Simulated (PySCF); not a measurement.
# Computed properties of (3S)-3-fluoro-2-methylbut-1-ene (C5H9F), SMILES CC(=C)[C@@H](F)C

(3S)-3-fluoro-2-methylbut-1-ene (C5H9F), SMILES CC([C@H](C)F)=C. The structure is a stationary point at ωB97X-D3(BJ)/def2-SVP. Other conformers were not sampled. All values are computed for the isolated molecule unless a solvent is named; none is compared with measurement here.

**Structure.** All 39 harmonic modes at ωB97X-D3(BJ)/def2-SVP (PySCF) are real, so it is a minimum. With heavy atoms numbered as in [CH2:1]=[C:2]([CH3:3])[C@H:4]([CH3:5])[F:6], the shortest bond between them is C1–C2 at 1.335 Å and the longest C4–C5 at 1.522 Å.

**Vibrations.** The strongest infrared lines (harmonic, unscaled, degenerate partners summed) lie at 1168 cm⁻¹ (63 km/mol, C 53 %, H 30 %, F 17 %), 957 cm⁻¹ (37 km/mol, H 74 %, C 26 %), 3060 cm⁻¹ (29 km/mol, H 96 %). The softest mode is at 67 cm⁻¹ and the zero-point energy is 81.6 kcal/mol.

**Electronic structure.** HF/def2-TZVP (PySCF) places the frontier levels at -9.70 and 3.59 eV, a gap of 13.29 eV, and gives a dipole moment of 2.20 D and a mean polarisability of 59.6 bohr³. PBE/def2-TZVP (PySCF) at the same geometry gives -6.15 and -0.74 eV, so its gap is 7.88 eV narrower. An orbital gap is neither the optical nor the fundamental gap.

**Excitations.** TDA-PBE0/def2-SVPD (PySCF) has S1 at 6.86 eV (181 nm, f = 0.025, weak); the most intense of the 10 singlets computed lies at 7.57 eV (f = 0.43). T1 (TDA) is at 4.30 eV, 2.56 eV under S1. TDA-PBE/def2-SVPD (PySCF) puts S1 at 6.18 eV. No vertical singlet excitation falls in the visible range (under 3.1 eV).

**NMR.** GIAO shifts at PBE0/pcSseg-1 (PySCF) (non-relativistic, atoms alike by connectivity averaged): ¹³C from 23.7 to 155.5 ppm against TMS; ¹H from 1.6 to 5.8 ppm against TMS; ¹⁹F at -208.0 ppm against CFCl3.
